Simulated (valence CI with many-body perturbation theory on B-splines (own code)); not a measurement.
# Forbidden lines of Ni XXIII

Method: configuration interaction combined with many-body perturbation theory (CI+MBPT): four valence electrons over a frozen Dirac-Fock core [He], a basis of 11 s, 11 p, 9 d, 7 f, 5 g, 2 h, 1 i functions for each j, with the one-electron correlation potential Σ1, the two-electron term Σ2, the three-electron term Σ3, Breit, model QED; selected CI, second order for the rest (own B-spline code, finite nucleus).

No measured spectrum was set against this ion. As an estimate, levels of excited configurations hold to 0.05 to 0.15 % of their energy, terms of the ground configuration to about 0.5 %. Among the levels kept, up to 270 cm⁻¹ of a level comes from second order outside the variational space, and about a tenth of that is noise between levels of different J, which matters for small intervals.

Lines 1 to 27 of 27 in falling wavelength, among levels below 1283.7 eV, chosen from the decays that carry over 1 % of a level's rate. Wavelengths and rates use the calculated energies, so an error of 600 cm⁻¹ moves a line at 61.44 nm by 0.37 % and its rate by three times that or more. Electric multipoles are in the length gauge, E1 and E2 with the static RPA response of the core. Weak lines are less certain than strong ones. Lines between different terms over intervals too small for the method are left out, as are lines whose strength nearly cancels. The highest levels of a list are the least certain.

Names give the largest LS component (configuration and term), which can be under half, so a name can repeat, a term be missing and a line seem to break the LS rules; names also repeat where a configuration has a term twice. Letters in brackets count levels of one name in rising energy.

| λ vac (nm) | Upper | Lower | Type | A (s⁻¹) | Branch % |
| --- | --- | --- | --- | --- | --- |
| 191.6 | 2s2.2p2 3P_2 | 2s2.2p2 3P_1 | M1 | 1.33e+03 | 99.8 |
| 91.15 | 2s2.2p2 3P_1 | 2s2.2p2 3P_0 | M1 | 2.09e+04 | 100.0 |
| 61.44 | 2s2.2p2 1D_2 | 2s2.2p2 3P_2 | M1 | 3.76e+04 | 47.4 |
| 46.52 | 2s2.2p2 1D_2 | 2s2.2p2 3P_1 | M1 | 4.17e+04 | 52.6 |
| 28.14 | 2s2.2p2 1S_0 | 2s2.2p2 3P_1 | M1 | 2.93e+05 | 100.0 |
| 1.157 | 2s2.2p.3d 3F°_4 | 2s.2p3 3P°_2 | E2 | 8.17e+07 | 4.7 |
| 1.135 | 2s2.2p.3d 3F°_4 | 2s.2p3 3D°_3 | E2 | 2.27e+07 | 1.3 |
| 1.115 | 2s.2p2.3p 3F°_4 | 2s.2p3 1D°_2 | E2 | 1.54e+08 | 1.1 |
| 1.107 | 2s.2p2.3p 5D°_4 | 2s.2p3 3D°_3 | E2 | 2.10e+08 | 3.2 |
| 1.093 | 2s2.2p.3p 3D_1 | 2s2.2p2 3P_2 | E2 | 2.62e+09 | 4.2 |
| 1.091 | 2s.2p2.3p 3F°_4 | 2s.2p3 3P°_2 | E2 | 6.10e+08 | 4.4 |
| 1.090 | 2s2.2p.3p 3P_1 [b] | 2s2.2p2 1D_2 | E2 | 4.74e+09 | 1.6 |
| 1.087 | 2s2.2p.3p 3D_3 | 2s2.2p2 1D_2 | E2 | 1.01e+09 | 1.4 |
| 1.087 | 2s2.2p.3p 3D_1 | 2s2.2p2 3P_1 | E2 | 2.54e+09 | 4.1 |
| 1.084 | 2s2.2p.3p 3D_2 | 2s2.2p2 3P_2 | E2 | 1.85e+09 | 2.0 |
| 1.083 | 2s2.2p.3p 3P_0 | 2s2.2p2 3P_2 | E2 | 3.75e+09 | 1.0 |
| 1.082 | 2s.2p2.3d 5F_5 | 2s.2p3 3D°_3 | M2 | 2.00e+07 | 1.5 |
| 1.080 | 2s.2p2.3p 5D°_2 | 2s.2p3 5S°_2 | E2 | 2.54e+09 | 4.6 |
| 1.072 | 2s.2p2.3p 5D°_3 | 2s.2p3 5S°_2 | E2 | 3.00e+09 | 7.8 |
| 1.072 | 2s.2p2.3p 3F°_4 | 2s.2p3 3D°_3 | E2 | 2.75e+09 | 19.9 |
| 1.068 | 2s2.2p.3p 3D_3 | 2s2.2p2 3P_2 | E2 | 2.29e+09 | 3.1 |
| 1.067 | 2s.2p2.3p 3F°_4 | 2s.2p3 3D°_2 | E2 | 1.74e+09 | 12.6 |
| 1.065 | 2s2.2p.3p 3D_2 | 2s2.2p2 3P_0 | E2 | 2.21e+09 | 2.3 |
| 1.065 | 2s.2p2.3p 5D°_4 | 2s.2p3 5S°_2 | E2 | 3.56e+09 | 54.4 |
| 1.063 | 2s2.2p.3p 3D_3 | 2s2.2p2 3P_1 | E2 | 1.69e+09 | 2.3 |
| 1.061 | 2s2.2p.3d 3F°_4 | 2s2.2p2 1D_2 | M2 | 2.22e+07 | 1.3 |
| 0.9968 | 2s.2p2.3d 5D_4 | 2s2.2p2 3P_2 | E2 | 8.52e+08 | 5.2 |
